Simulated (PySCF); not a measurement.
C7H8FNSi.
Cartesian coordinates in Å at the PBE0-D3(BJ)/def2-SVP level; atoms count from 1:
```xyz
18
C7H8FNSi angstrom
C      3.5539    0.0185   -0.9359
N      2.5268   -0.5885   -0.5277
Si     1.5959   -0.2059    0.9114
C     -0.1973   -0.0656    0.3845
C     -0.6122   -0.5622   -0.8596
C     -1.9500   -0.4761   -1.2440
C     -2.8942    0.0996   -0.3969
C     -2.4741    0.5881    0.8352
F     -3.3703    1.1412    1.6523
C     -1.1462    0.5181    1.2351
H      4.0646   -0.3041   -1.8631
H      4.0164    0.8916   -0.4257
H      2.0385    1.0652    1.5790
H      1.7894   -1.3353    1.8690
H      0.1237   -1.0159   -1.5278
H     -2.2650   -0.8631   -2.2162
H     -3.9474    0.1788   -0.6729
H     -0.8760    0.9288    2.2118
```

Level: PBE0/pcSseg-1 in PySCF, non-relativistic, on one gas-phase PBE0-D3(BJ)/def2-SVP geometry that isn't relaxed in the solvent. The solvent is an IEF-PCM continuum (cavity from Bondi-type radii × 1.2). The model holds no explicit solvent molecules, cavitation or dispersion.

| run | E − E(gas) (kcal/mol) | HOMO (eV) | HOMO–LUMO gap (eV) | dipole (D) |
| --- | --- | --- | --- | --- |
| gas | 0.00 | -7.22 | 6.11 | 1.95 |
| P | -4.90 | -7.19 | 6.16 | 2.44 |
| Q | -3.38 | -7.18 | 6.15 | 2.31 |

Question: The runs were made in chloroform and water. Which run belongs to which solvent?

Answer: P = water, Q = chloroform. The dielectric constants are 4.711 (chloroform), 78.36 (water), and the energy falls further as ε rises. In this model the ground state sees the solvent through ε alone.

Question: How constant is the ratio of the lowering to (ε − 1)/(2ε + 1)?

Answer: 
| solvent | (ε − 1)/(2ε + 1) | E − E(gas) (kcal/mol) | ratio (kcal/mol) | polarisation term (kcal/mol) |
| --- | --- | --- | --- | --- |
| chloroform | 0.356 | -3.38 | -9.5 | -3.74 |
| water | 0.490 | -4.90 | -10.0 | -5.68 |

The ratio changes by +5.2 % in size from chloroform to water. The polarisation term is half the interaction of the solute with the induced surface charges.
